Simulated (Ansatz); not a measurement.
Molecule: GeO, net charge 1, doublet state. 
Geometry from a B3LYP-D3(BJ)/def2-TZVP (Ansatz, a first-principles code) optimisation:
```
Ge
O 1 1.7843
```
Charge +1, spin multiplicity 2.

Basis-set convergence of Hartree-Fock and CCSD correlation energies (hartree) with Ansatz. Cores are frozen in the correlated levels unless marked. Open shells are spin-unrestricted. No spin-orbit coupling. The frozen core is the preceding noble-gas configuration, with the filled d and f shells of earlier blocks. Non-relativistic.

```csv
basis,functions,E(HF),"E(corr, CCSD)"
aug-cc-pVDZ,59,-2149.87796,-0.22958
aug-cc-pVTZ,105,-2149.96769,-0.27424
aug-cc-pVQZ,173,-2149.97566,-0.28914
```

Extrapolating the two largest sets (X = 3 and 4) as X^-3: E(corr) = (64·(-0.28914) - 27·(-0.27424))/37 = -0.3000 Eh, an estimate of the basis-set limit. The largest set recovers 96.4 % of it, the smallest 76.5 %.
